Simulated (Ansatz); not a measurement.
Ansatz (a quantum-chemistry and plane-wave program) input (B3LYP-D3(BJ)/def2-TZVP):

Ansatz 0.2 input:
```yaml
crystal:
  periodic: [false, false, false]
  atoms:
    - {symbol: Sb, position_ang: [0.00751810, 0.01061915, 0.03165911]}
    - {symbol: F, position_ang: [-1.84125730, -1.30185340, 0.08444420]}
    - {symbol: F, position_ang: [-0.20399572, 2.26808048, 0.09787154]}
    - {symbol: F, position_ang: [2.06553161, -0.93587131, -0.08484422]}
basis:
  gaussian:
    orbitals: def2-TZVP
hamiltonian:
  xc: b3lyp
  dispersion: d3bj
total_charge: -1
magnetization: {spin_polarized: true, initial_magnetization: 1}
relax: {f_tol: 0.002, max_steps: 150}
```

End of the output:

```
reference -14698.08109898 eV, -540.1445176703 hartree; 26, 25 occupied and 117, 118 virtual orbitals, 904 factors
relax step  22: F+E_penalty+E_count = -14698.17984806 eV  Δ(F+E_penalty+E_count) = -2.787e-5 eV  max|allowed force component| = 4.154e-4 eV/Å  Δτ_max = 0.0014 Å  (36 SCF iters, accepted)
integrals: 0.05 GiB planned
904 factors; their error is unknown
mean field: 0.67 GiB planned
mean field evaluation 192: about -14698.0809 eV, gradient 1.8e-5 eV
mean field -14698.08088317 eV, -540.1445097393 hartree, gradient 7.1e-6 eV, S^2 0.753096; 1 other end points of the search recorded, 0 dependent functions left out
the calculation of the forces begins
reference -14698.08109898 eV, -540.1445176703 hartree; 26, 25 occupied and 117, 118 virtual orbitals, 904 factors
Total energy: -14698.18006388 eV, -540.1481545632 hartree
Atom 0 at     0.469497     0.338622     0.020060 Å, force     0.000415    -0.000036    -0.000028 eV/Å
Atom 1 at    -1.128929    -0.796156     0.062329 Å, force     0.000058     0.000280     0.000004 eV/Å
Atom 2 at    -0.857682     1.945122     0.120084 Å, force    -0.000404    -0.000050     0.000021 eV/Å
Atom 3 at     1.544911    -1.446612    -0.073343 Å, force    -0.000070    -0.000194     0.000003 eV/Å
Dipole moment:     0.380675     0.270280    -0.010055 e Å
```
